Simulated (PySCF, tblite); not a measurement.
One entry of a table of gas-phase calculations, keyed by method. Lists by class give the value and the number of equivalent atoms.

```json
{
 "formula": "C8H7O",
 "smiles": "[H]/[C]=C1C(C=O)=CC/1=C\\C",
 "charge": 0,
 "multiplicity": 2,
 "geometry_level": "GFN2-xTB",
 "atoms_angstrom": [
  ["C", 1.457, 1.967, 0.791],
  ["C", 1.015, 0.821, 0.422],
  ["C", 1.568, -0.547, 0.227],
  ["C", 2.899, -1.082, 0.404],
  ["O", 3.21, -2.233, 0.206],
  ["C", 0.366, -1.064, -0.167],
  ["C", -0.322, 0.208, -0.025],
  ["C", -1.547, 0.69, -0.19],
  ["C", -2.71, -0.125, -0.645],
  ["H", 1.153, 2.97, 0.956],
  ["H", 3.637, -0.331, 0.746],
  ["H", 0.046, -2.043, -0.468],
  ["H", -1.741, 1.735, 0.011],
  ["H", -3.498, -0.097, 0.107],
  ["H", -3.118, 0.295, -1.564],
  ["H", -2.423, -1.157, -0.822]
 ],
 "electronic_structure_code": "PySCF",
 "results": {
  "GFN2-xTB geometry": {
   "point_group": "Cs",
   "rotational_constants_GHz": [3.26, 1.009, 0.774]
  },
  "GFN2-xTB harmonic vibrations, gas phase": {
   "strongest_ir_bands_cm-1_km_per_mol_modes": [
    [708.0, 56.2, 1],
    [1468.8, 56.8, 1],
    [1532.1, 290.9, 1],
    [1706.1, 424.8, 1],
    [1743.4, 70.0, 1],
    [2774.5, 104.9, 1]
   ],
   "zpe_kcal_per_mol": 73.0
  },
  "UKS B3LYP, pcH-1 on C H O, non-relativistic, mean-field spin-orbit, GIAO": {
   "g_iso": 2.00233,
   "g_tensor": [2.00182, 2.00221, 2.00295],
   "s2": 0.764,
   "a_iso_by_class_MHz": [
    ["13C", 272.3, 1],
    ["13C", 110.9, 1],
    ["13C", 61.9, 1],
    ["13C", -24.9, 1],
    ["1H", 15.2, 1]
   ],
   "spin_populations_mulliken_by_atom": [1.03, -0.19, 0.09, 0.0, 0.02, -0.06, 0.13, -0.03, 0.01, 0.0, 0.0, 0.0, 0.0, 0.0, 0.0, 0.0]
  }
 }
}
```

g_iso is shifted by about +10 ppm from the free-electron value 2.002319; the principal values span 0.0011. The zero-point energy, half the sum of the 42 harmonic wavenumbers, equals 25530 cm⁻¹ or 305 kJ/mol.

 In GFN2-xTB open shells enter through the occupations alone, without spin polarisation, so single modes can be far off. Hyperfine couplings depend on the geometry, which wasn't re-optimised at a DFT level. Couplings of like nuclei are plain means over topologically equivalent atoms, as if these changed places fast (by rotation of a methyl-like group, say); in this geometry the members of some sets differ.

Conformer computed: `[H]/[C:1]=[C:2]1[C:3]([CH:4]=[O:5])=[CH:6][C:7]/1=[CH:8]\[CH3:9]`: C2–C3–C4–O5 180°.

One conformer stands for the species.
